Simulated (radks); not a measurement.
All-electron atom: Yb4+ in [Kr] 4d10 4f12 5s2 5p5.5 6s0.5 (fractional occupations, a model configuration).

Method: scalar-relativistic Kohn-Sham, exchange-only PBE, spin-polarised, spherical densities, finite nucleus; open shells are filled with parallel spins first (spin-orbit coupling, left out, can overturn this in heavy ions); Fermi nuclear charge, rms radius 5.3108 fm; computed with a radial shooting solver on a logarithmic mesh with Libxc functionals.

Energy parts (eV):
| part | energy |
|---|---|
| total | -382323.62 |
| kinetic | 416664.19 |
| electron-nucleus | -937436.95 |
| Hartree | 146249.44 |
| exchange | -7800.30 |

Orbitals (lengths in bohr, moments of r in powers of bohr; <r^-3> diverges for s and p1/2):
orbital,occ.,eigenvalue (eV),<r^-3>
1s up,1,-61286.06,-
1s down,1,-61286.01,-
2s up,1,-10432.51,-
2s down,1,-10432.46,-
2p up,3,-9202.945,15970
2p down,3,-9202.881,15970
3s up,1,-2398.094,-
3s down,1,-2397.033,-
3p up,3,-2027.349,3482
3p down,3,-2026.280,3485
3d up,5,-1575.369,457.6
3d down,5,-1574.546,458.0
4s up,1,-519.5543,-
4s down,1,-517.3785,-
4p up,3,-397.5344,795.6
4p down,3,-395.3956,794.8
4d up,5,-236.8008,88.53
4d down,5,-234.6797,88.40
4f up,7,-59.8683,13.78
4f down,5,-57.7874,13.71
5s up,1,-105.7375,-
5s down,1,-104.1633,-
5p up,3,-75.5234,116.2
5p down,2.5,-74.1255,114.8
6s up,0.5,-35.6425,-
6s down,0,-34.5583,-

The highest occupied level is 6s up at -35.642 eV. The spin density at the nucleus is 52.43 e/bohr^3 (1s -0.26, 2s -0.44, 3s -8.29, 4s 2.68, 5s 4.71, 6s 54.03). Summed over all electrons, <r^2> = 32.22 bohr^2, which gives a Langevin (diamagnetic) susceptibility term of -25.5 x 10^-6 cm^3/mol. The electron density at the nucleus is 1.085e+06 e/bohr^3 (large components only).

Run on one thread of a shared host, so times are rough (Arm Neoverse N1): 0.34 s of CPU time, 0.34 s wall, 15 iterations on 2228 mesh points.
